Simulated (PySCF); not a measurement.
First SCF of a structure search on doublet Rb₃, at a hand-made obtuse triangle geometry. PySCF input:

```python
from pyscf import gto, scf, dft
mol = gto.M(atom='''
Rb     0.000000     0.000000     0.000000
Rb     3.538100     2.721600     0.000000
Rb    -3.538100     2.721600     0.000000''',
    basis={'Rb': 'def2-TZVP'},
    ecp={'Rb': 'def2-TZVP'},
    charge=0, spin=1)
mf = dft.UKS(mol, xc='PBE0')
mf.grids.atom_grid = (50, 194)
aux = {'Rb': 'def2-universal-JKFIT'}
mf = mf.density_fit(auxbasis=aux)
mf.conv_tol = 1e-08
mf.diis_space = 10
mf.max_cycle = 60
mf.init_guess = 'minao'
mf.verbose = 4
mf.kernel()
```

Excerpt of the output (cycles alone):

```
init E= -64.1104765610889
cycle= 1 E= -72.143241072763  delta_E= -8.03  |g|= 0.365  |ddm|= 4.11
cycle= 2 E= -72.2053774942858  delta_E= -0.0621  |g|= 0.254  |ddm|= 3.33
cycle= 3 E= -72.267395750369  delta_E= -0.062  |g|= 0.0477  |ddm|= 0.895
cycle= 4 E= -72.2700368186333  delta_E= -0.00264  |g|= 0.00913  |ddm|= 0.266
cycle= 5 E= -72.2702435367967  delta_E= -0.000207  |g|= 0.00258  |ddm|= 0.0595
cycle= 6 E= -72.2702877466035  delta_E= -4.42e-05  |g|= 0.00135  |ddm|= 0.0259
cycle= 7 E= -72.2703132133949  delta_E= -2.55e-05  |g|= 0.000454  |ddm|= 0.0294
cycle= 8 E= -72.270315631814  delta_E= -2.42e-06  |g|= 0.000115  |ddm|= 0.0113
cycle= 9 E= -72.2703157130542  delta_E= -8.12e-08  |g|= 2.69e-05  |ddm|= 0.00237
cycle= 10 E= -72.270315719856  delta_E= -6.8e-09  |g|= 1.01e-05  |ddm|= 0.000543
Extra cycle  E= -72.2703157212665  delta_E= -1.41e-09  |g|= 7.23e-06  |ddm|= 0.000169
converged SCF energy = -72.2703157212665  <S^2> = 0.80337041  2S+1 = 2.0526767
```

No lower solution of this spin was found from smeared starts or by a stability analysis within the unrestricted form.

The search for the lowest solution, 3 starts and the stability check together, took of the order of 40 core-seconds on a shared host.
